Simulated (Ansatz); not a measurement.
Pb₅⁺. The state is a doublet with charge 1. Geometry r2SCAN-D4/def2-SVP, basis def2-TZVP, Ansatz.

```
atom   x (Å)   y (Å)   z (Å)
 Pb1  -2.111  -1.309   0.370
 Pb2  -0.213   1.611  -0.328
 Pb3  -0.683  -0.566  -2.349
 Pb4   0.864  -1.174   0.785
 Pb5   2.143   1.438   1.522
```

| run | HOMO (eV) | LUMO (eV) |
| --- | --- | --- |
| A | -9.21 | -7.43 |
| B | -8.81 | -7.91 |
| C | -9.60 | -6.75 |
| D | -8.67 | -8.10 |
| E | -8.87 | -7.79 |

In the def2 sets Pb takes a core potential; there is no spin–orbit coupling. HSE06 is defined as in plane-wave codes, on full-range PBE exchange. The structure comes from a short search, and lower isomers may exist.

HOMO and LUMO are taken over both spins.

Task: The runs used BHLYP, HSE06, PBE, PBE0, r2SCAN. Estimate which is which.

Result: A PBE0 (25 % exact exchange); B r2SCAN (0 % exact exchange); C BHLYP (50 % exact exchange); D PBE (0 % exact exchange); E HSE06 (range-separated). Exact exchange lowers occupied and raises empty levels; among semilocal functionals meta-GGAs tend to open the gap a little, and such runs are hard to tell apart. The gap grows from 0.57 eV (PBE) to 2.84 eV (BHLYP).
